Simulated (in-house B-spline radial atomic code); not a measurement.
Response of Hg as one setting changes: the share of exact exchange in a PBE hybrid. A dash marks a strongly mixed or unbound state. Computed with an all-electron radial atomic-structure program (B-spline basis): linear response of the closed shell [Xe] 4f14 5d10 6s2 with the functional's adiabatic kernel; scalar-relativistic (spin-free one-electron X2C), finite nucleus, no spin-orbit coupling, no double excitations, S, P, D and F terms only; shells from n = 4 respond. Only terms of natural parity with L up to 3 were computed.

Spin-orbit coupling is strong here, so these LS terms don't match observed levels.

| share of exact exchange in a PBE hybrid | lowest 1P (eV) | lowest 3P, Tamm-Dancoff (eV) | minus highest occupied level (eV) | α (bohr³) |
| --- | --- | --- | --- | --- |
| 0 | 6s → 6p 6.285 | 6s → 6p 5.185 | 6.799 | 35.34 |
| 0.1 | 6s → 6p 6.260 | 6s → 6p 5.095 | 7.096 | 35.87 |
| 0.2 | 6s → 6p 6.230 | 6s → 6p 5.003 | 7.391 | 36.44 |
| 0.3 | ? | ? | ? | ? |
| 0.4 | 6s → 6p 6.155 | 6s → 6p 4.813 | 7.977 | 37.73 |
| 0.5 | 6s → 6p 6.111 | 6s → 6p 4.716 | 8.267 | 38.46 |
| 0.6 | 6s → 6p 6.062 | 6s → 6p 4.618 | 8.557 | 39.24 |
| 0.7 | 6s → 6p 6.010 | 6s → 6p 4.518 | 8.844 | 40.07 |
| 0.8 | 6s → 6p 5.953 | 6s → 6p 4.418 | 9.130 | 40.97 |
| 0.9 | ? | ? | ? | ? |
| 1 | 6s → 6p 5.828 | 6s → 6p 4.215 | 9.696 | 42.97 |

(1) What belongs in the row for 0.9?

(2) What belongs in the row for 0.3?

Results:

(1) lowest 1P (eV): 6s → 6p 5.893; lowest 3P, Tamm-Dancoff (eV): 6s → 6p 4.317; minus highest occupied level (eV): 9.414; α (bohr³): 41.94.

(2) lowest 1P (eV): 6s → 6p 6.195; lowest 3P, Tamm-Dancoff (eV): 6s → 6p 4.908; minus highest occupied level (eV): 7.684; α (bohr³): 37.06.
